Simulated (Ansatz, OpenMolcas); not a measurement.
Heat of formation of SbH3 (stibine) from total energies

The species is SbH3 (4 atoms), meant as a singlet with charge 0. As SMILES, `[SbH3]`. The coordinates come from a PBE0-D4/def2-TZVP relaxation.

Total energies at BLYP/def2-TZVPP (core potential) (OpenMolcas 26.06); the atoms run unrestricted:

```
species    state  energy (Eh)
   SbH3  singlet  -241.973510
     Sb  quartet  -240.163461
      H  doublet    -0.497552
```

Harmonic wavenumbers at PBE0-D4/def2-TZVP, in cm⁻¹: 804, 847, 847, 1970, 1977, 1977.

Measured heats of formation of the gaseous atoms at 298.15 K, in kJ/mol: Sb 262.3, H 218.0. Take 1 Eh = 2625.50 kJ/mol, 1 cm⁻¹ = 0.0119627 kJ/mol, RT = 2.479 kJ/mol.

Question: Work out the heat of formation of the gas at 298 K.

Answer: 
1. Electronic atomisation energy: (-240.163461) + 3 × (-0.497552) − (-241.973510) = 0.317393 Eh = 833.3 kJ/mol.
2. Zero-point energy: half the sum of the wavenumbers, 4211 cm⁻¹ = 50.4 kJ/mol.
3. Thermal vibrational enthalpy, Σ hcν̃/(exp(hcν̃/kT) − 1): 0.6 kJ/mol. Translation, rotation and pV of a non-linear molecule: 4 RT = 9.9 kJ/mol.
4. The 4 free atoms carry 5/2 RT each: 24.8 kJ/mol.
5. Atomisation enthalpy at 298 K: 833.3 − 50.4 − 0.6 − 9.9 + 24.8 = 797.2 kJ/mol.
6. Sum of the atoms' heats of formation: 916.3 kJ/mol. Heat of formation: 916.3 − 797.2 = +119.1 kJ/mol.

No measured value is set beside it here. Anharmonicity and any spin-orbit splitting of the molecule are left out.
